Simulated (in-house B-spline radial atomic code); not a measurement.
**Binding energies in the mercury ion Hg⁶⁴⁺**

NIST's tabulated ground configuration is [Ne] 3s2 3p4; each binding energy is the energy of the ion with one electron taken from that subshell, relaxed, less that of the parent. Level of theory: Dirac-Hartree-Fock, average of configuration, Fermi nucleus of rms radius 5.4648 fm; calculated with a radial B-spline atomic code at the basis-set limit. Energies include first-order Breit, QED and recoil terms.

| subshell | X-ray name | binding energy (eV) | -ε (eV) | relaxation (eV) |
| --- | --- | --- | --- | --- |
| 1s | K | 88451.4 | 88939.1 | 33.7 |
| 2s | L1 | 19975.8 | 20041.9 | 6.9 |
| 3s | M1 | 7943 | 7958.9 | 0.8 |
| 3p | M2,3 | 7381.9 | 7393.1 | 0.9 |

Relaxation = -ε minus the binding energy without Breit, QED and recoil terms.

What does it cost to remove two 1s electrons?

178600 eV, which is 1698 eV more than the two single binding energies together.
